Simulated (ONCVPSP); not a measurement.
**Logarithmic derivatives: Fe (Z = 26), ONCV**

```json
{
 "Element": "Fe",
 "Generator": "ONCVPSP 4.0.1",
 "Type": "optimised norm-conserving Vanderbilt (ONCV)",
 "Functional": "PBE",
 "Relativity": "scalar-relativistic",
 "Frozen core": "[Ne]",
 "Valence charge": "16",
 "Reference configuration": "3s2 3p6 3d7 4s1",
 "Partial waves": "3s+4s: rc 1.65 bohr, ncon 4, nbas 9, qcut 8.5 1/bohr, 2 projectors; 3p: rc 1.40 bohr, ncon 4, nbas 9, qcut 10.4 1/bohr, 2 projectors, debl 2.4 Ha; 3d: rc 1.15 bohr, ncon 3, nbas 8, qcut 16.2 1/bohr, 2 projectors, debl 3.4 Ha; f scattering state at 0.4 Ha: rc 1.15 bohr, ncon 4, nbas 7, qcut 10.6 1/bohr, local",
 "Local potential": "the f channel",
 "Core correction": "Teter function, fcfact 5, rcfact 1.45"
}
```

The phase is arctan(r·R′/R) of the radial function R(r), unwrapped; energies in Ha, scanned from -5 to 5 Ha. A pole is an energy at which the radial function vanishes at the test radius. The pseudo phase is shifted by a multiple of π to meet the all-electron one at the reference energy, and phase errors are pseudo minus all-electron; the curves can meet again beyond the range given. Levels narrower than the energy grid can be missing from the lists of poles.

For each channel, where are the poles, and over which energies does the pseudopotential scatter like the atom?

```tsv
channel	radius (bohr)	reference energy (Ha)	poles, all-electron	poles, pseudo	unbroken range about the reference energy with phases within 0.05 rad	phase error 1 Ha above the reference energy (rad)
s	1.67	-0.16	-3.14, 4.76	-3.14, 4.61	the whole range	-0.001
p	1.42	-2.04	-1.45	-1.45	the whole range	+0.000
d	1.17	-0.14	1.57	1.57	the whole range	+0.000
f	1.17	0.40	none	none	the whole range	+0.000
```

Phases in the f channel:

```tsv
E (Ha)	all-electron	pseudo
-4.96	1.292	1.293
-4.72	1.287	1.287
-4.48	1.281	1.282
-4.24	1.275	1.276
-4.00	1.269	1.269
-3.76	1.262	1.262
-3.52	1.255	1.255
-3.28	1.248	1.248
-3.04	1.240	1.240
-2.80	1.231	1.231
-2.56	1.222	1.222
-2.32	1.212	1.212
-2.08	1.201	1.201
-1.84	1.190	1.190
-1.60	1.177	1.177
-1.36	1.164	1.164
-1.12	1.149	1.149
-0.88	1.133	1.133
-0.64	1.116	1.116
-0.40	1.096	1.096
-0.16	1.075	1.075
0.08	1.051	1.051
0.32	1.024	1.024
0.56	0.994	0.994
0.80	0.960	0.960
1.04	0.921	0.921
1.28	0.876	0.876
1.52	0.824	0.824
1.76	0.763	0.764
2.00	0.693	0.693
2.24	0.609	0.610
2.48	0.512	0.513
2.72	0.398	0.400
2.96	0.266	0.270
3.20	0.119	0.124
3.44	-0.041	-0.035
3.68	-0.205	-0.198
3.92	-0.366	-0.358
4.16	-0.517	-0.508
4.40	-0.652	-0.642
4.64	-0.770	-0.760
4.88	-0.871	-0.861
```
